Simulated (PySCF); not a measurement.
Computed spin Hamiltonian

C5H7S2 (doublet state).
SMILES with atom numbers: `[CH3:1][S:2][C:3]1=[CH:4][CH:5][CH2:6][S:7]1` (hydrogens: H8, H9, H10 on C1; H11 on C4; H12 on C5; H13, H14 on C6)

Structure used (PBE0-D3(BJ)/def2-SVP), in Å, numbered top down from 1:
```xyz
14
C5H7S2 angstrom
C      2.8512   -0.0499   -0.1590
S      1.6737   -0.0958    1.2191
C      0.1507    0.0057    0.3978
C     -0.9935   -0.7412    0.7260
C     -2.1246   -0.4019    0.0247
C     -1.9338    0.6902   -0.9779
S     -0.1837    1.2097   -0.8417
H      2.7762    0.8947   -0.7158
H      3.8511   -0.1188    0.2913
H      2.6946   -0.8999   -0.8375
H     -0.9547   -1.5313    1.4788
H     -3.0937   -0.8889    0.1460
H     -2.5799    1.5665   -0.7879
H     -2.1350    0.3602   -2.0132
```

The hyperfine couplings belong to this conformer and change with its torsions.

Level of theory: UKS B3LYP, IGLO-III on C S, pcH-1 on H, non-relativistic, mean-field spin-orbit, GIAO in PySCF. Geometry: PBE0-D3(BJ)/def2-SVP, one conformer, isolated molecule. The SCF solution wasn't tested for stability.

* g1, g2, g3: 2.00189, 2.00513, 2.00749
* g_iso: 2.00484
* Form of g: rhombic: the two nearest values differ by 42 % of g3 − g1
* ⟨S²⟩: 0.7700 (exact 0.7500)
* α and β electrons: 35, 34
* HOMO–LUMO gap, α and β orbitals: 4.47, 4.36 eV
* Basis functions: 333

Isotropic coupling and dipolar principal values T1 to T3, in MHz:

```
atom  isotope  a_iso  of which spin–orbit     T1     T2    T3  Mulliken spin population
  C1      13C   29.7                  0.0   -3.2   -2.6   5.8                      0.02
  S2      33S    8.2                 -0.1   -8.9   -7.0  15.8                      0.05
  C3      13C   59.0                  0.3  -44.6  -43.5  88.1                      0.50
  C4      13C  -35.8                  0.0  -23.0    9.8  13.2                     -0.21
  C5      13C   42.2                 -0.1  -40.0  -38.1  78.1                      0.52
  C6      13C  -22.4                  0.1   -0.8    0.1   0.7                     -0.05
  S7      33S    7.0                 -0.3  -15.6  -11.7  27.3                      0.12
  H8       1H    0.2                  0.0   -2.4   -0.8   3.3                      0.00
  H9       1H   -1.0                  0.0   -2.2   -1.1   3.3                      0.00
 H10       1H    5.8                  0.0   -2.6   -0.6   3.1                      0.01
 H11       1H    9.1                  0.0   -4.2   -1.0   5.2                      0.01
 H12       1H  -34.3                  0.0  -19.5   -0.3  19.8                     -0.03
 H13       1H   99.7                  0.0   -2.9   -1.2   4.1                      0.04
 H14       1H   88.8                  0.0   -3.1   -0.9   4.0                      0.03
```

Largest spin populations (Mulliken): C5 (+0.52), C3 (+0.50), C4 (-0.21) and S7 (+0.12). The angles at C5 add up to 360.0°, so it is planar.

The SMILES `CSC1=C[CH]CS1` draws the unpaired electron on C5, whose computed spin population is only +0.52.

Under fast tumbling the dipolar parts average out, and these isotropic splittings remain: 2 × 1H (H13/H14, I = 1/2, 3 lines) with 3.36 mT, 1 × 1H (H12, I = 1/2, 2 lines) with 1.22 mT, 1 × 1H (H11, I = 1/2, 2 lines) with 0.32 mT and 3 × 1H (H8/H9/H10, I = 1/2, 4 lines) with 0.06 mT.

Means are taken over nuclei equivalent by connectivity, which assumes that they swap fast. The three 1H nuclei of mean +1.7 MHz run from -1.0 to 5.8 MHz in the frozen geometry. The 1H value of +94.2 MHz is a mean of couplings from 88.8 to 99.7 MHz in this one geometry, not an average over conformers.

The 33S coupling of S2 (8.2 MHz) shows only in satellite lines or after enrichment, since that isotope makes up about 0.76 % of natural sulfur.

The 13C coupling of C3 (59.0 MHz) shows only in satellite lines or after enrichment, since that isotope makes up about 1.07 % of natural carbon.

β density exceeds α density at some nuclei, such as C4 (-0.0319), C6 (-0.0199) and H12 (-0.0077), spin density in bohr⁻³. In a single determinant that takes different orbitals for the two spins, that is spin polarisation.

The run took 2.0 min on one thread, x86-64 server (shared host).
